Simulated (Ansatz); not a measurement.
Cost and result for the atomization energy of `[SiH3][AlH][SiH]1CO1` (12 atoms, 12 bonds).

Z-matrix (Å, degrees):
```
Si
Al 1 2.453
H 1 1.491 2 109.3
H 1 1.490 2 113.4 3 -120.3
H 1 1.490 2 110.6 3 118.2
Si 2 2.434 1 113.7 3 -80.5
H 2 1.589 1 124.3 3 101.5
O 6 1.693 2 113.4 1 16.4
C 6 1.835 2 116.7 1 -36.8
H 6 1.489 2 125.5 1 162.1
H 9 1.089 6 119.5 2 -159.3
H 9 1.089 6 122.4 2 -3.1
```

The species carries charge 0 and has multiplicity 1. The structure was optimised at the PBE0-D4/def2-TZVP level. It is one conformer, not always the lowest. Program: Ansatz. All runs use 4 threads of an Arm Neoverse V2 on a shared host. Times are those of one run each, without the atoms' runs, and a repeat can differ threefold. Electronic energies, without spin–orbit coupling; frozen cores. CCSD(T)/CBS adds CCSD(T) − MP2 in def2-TZVPP to the MP2 limit, and its time is that of the two runs behind it. T1 = 0.016.

CCSD(T)/CBS is a level of theory with its own doubt, some kJ/mol a heavy atom from the limit and from the frozen cores, so smaller differences don't rank the functionals.

| level | functions | wall time |
| --- | --- | --- |
| LDA (SPW92)/def2-TZVPP | 286 | 1.6 s |
| BLYP-D4/def2-TZVPP | 286 | 2.9 s |
| PBE-D4/def2-TZVPP (with forces) | 286 | 3.2 s |
| BHLYP-D4/def2-TZVPP | 286 | 4.2 s |
| PBE0-D4/def2-TZVPP | 286 | 4.3 s |
| CCSD(T)/def2-SVP | 117 | 5.5 s |
| r2SCAN-D4/def2-TZVPP (with forces) | 286 | 6 s |
| PBE-QIDH/def2-TZVPP | 286 | 7.5 s |
| ωB97X-V/def2-TZVPP | 286 | 10 s |
| ωB97M-V/def2-TZVPP (with forces) | 286 | 15 s |
| MP2/def2-QZVPP | 534 | 26 s |
| CCSD(T)/def2-TZVPP | 286 | 3.2 min |
| CCSD(T)/CBS(def2) | – | 3.6 min |

(1) What atomization energy does each give, and how far from CCSD(T)/CBS? (Best estimate.)

## Answers

(1) The calculation gave: 
```json
{"level": "LDA (SPW92)/def2-TZVPP", "atomization (kJ/mol)": "4272.9", "difference from CCSD(T)/CBS": "493.0", "per bond": "41.1"}
{"level": "BLYP-D4/def2-TZVPP", "atomization (kJ/mol)": "3744.0", "difference from CCSD(T)/CBS": "-35.9", "per bond": "-3.0"}
{"level": "PBE-D4/def2-TZVPP (with forces)", "atomization (kJ/mol)": "3805.5", "difference from CCSD(T)/CBS": "25.6", "per bond": "2.1"}
{"level": "BHLYP-D4/def2-TZVPP", "atomization (kJ/mol)": "3671.2", "difference from CCSD(T)/CBS": "-108.7", "per bond": "-9.1"}
{"level": "PBE0-D4/def2-TZVPP", "atomization (kJ/mol)": "3751.7", "difference from CCSD(T)/CBS": "-28.2", "per bond": "-2.3"}
{"level": "CCSD(T)/def2-SVP", "atomization (kJ/mol)": "3507.4", "difference from CCSD(T)/CBS": "-272.5", "per bond": "-22.7"}
{"level": "r2SCAN-D4/def2-TZVPP (with forces)", "atomization (kJ/mol)": "3793.4", "difference from CCSD(T)/CBS": "13.5", "per bond": "1.1"}
{"level": "PBE-QIDH/def2-TZVPP", "atomization (kJ/mol)": "3729.3", "difference from CCSD(T)/CBS": "-50.6", "per bond": "-4.2"}
{"level": "ωB97X-V/def2-TZVPP", "atomization (kJ/mol)": "3805.7", "difference from CCSD(T)/CBS": "25.8", "per bond": "2.2"}
{"level": "ωB97M-V/def2-TZVPP (with forces)", "atomization (kJ/mol)": "3772.9", "difference from CCSD(T)/CBS": "-7.0", "per bond": "-0.6"}
{"level": "MP2/def2-QZVPP", "atomization (kJ/mol)": "3758.4", "difference from CCSD(T)/CBS": "-21.5", "per bond": "-1.8"}
{"level": "CCSD(T)/def2-TZVPP", "atomization (kJ/mol)": "3672.7", "difference from CCSD(T)/CBS": "-107.2", "per bond": "-8.9"}
{"level": "CCSD(T)/CBS(def2)", "atomization (kJ/mol)": "3779.9", "difference from CCSD(T)/CBS": "0.0", "per bond": "0.0"}
```

In def2-TZVPP, CCSD(T) changes the Hartree–Fock value by +948.7 kJ/mol (the triples alone add +55.9 kJ/mol) and MP2 by +970.2 kJ/mol; breaking electron pairs costs correlation energy, which Hartree–Fock lacks. Leaving LDA and LC-ωPBE aside and taking each functional with its dispersion term where it has one, the values, not all of them listed here, spread over 142.2 kJ/mol, from BHLYP-D4 to B97M-V. LDA lies +493.9 kJ/mol from PBE without D4, its usual overbinding. The D4 term adds +42.8 kJ/mol with B3LYP and +22.9 kJ/mol with PBE0; it sums over pairs of atoms, weighted by their polarisabilities, and B3LYP, whose exchange is more repulsive, gets the larger term.

B3LYP here is the variant with VWN-RPA as its local correlation; programs differ in this.
